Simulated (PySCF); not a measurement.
A GIAO shielding run with PySCF 2.14 (density fitting, non-relativistic, gas phase) on SMILES C(C#N)[C@@H]1C[C@@H]1[SiH2]P, C₅H₁₀NPSi:

```
$ OMP_NUM_THREADS=1 python probes_run.py task.json out

{"job": {"kind": "nmr", "xc": "PBE0", "basis": "pcSseg-1"}, "charge": 0, "multiplicity": 1}
N     -3.772176     0.488738     1.512540
C     -2.653914     0.350053     1.320011
C     -1.246724     0.191304     1.053624
C     -0.890883     0.794934    -0.290932
C     -0.959725    -0.039481    -1.526839
C      0.379518     0.392680    -0.991152
Si     1.587787    -0.869239    -0.272804
P      2.208002    -0.182367     1.772332
H     -1.006545    -0.875328     1.070849
H     -0.683216     0.682722     1.854935
H     -1.189839     1.834386    -0.379473
H     -1.234711    -1.078259    -1.420355
H     -1.324860     0.407742    -2.439277
H      0.853928     1.193608    -1.548540
H      0.952288    -2.182024    -0.098651
H      2.700728    -1.006105    -1.220066
H      2.948200     0.898113     1.324530
H      3.323382    -0.995160     1.840952
```

Hardware: 1 thread of an Intel Xeon, shared host. The job also computes population analyses, field gradients, ring-centre shieldings.

(1) How large is the calculation?

(2) How long does it take, and how much memory does it need?

## Answers

(1) 76 electrons, 200 basis functions and 1077 auxiliary functions.

(2) 2.2 min of wall time, with 14 SCF cycles and 5 response iterations; peak memory 0.9 GiB. Times on a shared host scatter by some tens of per cent.
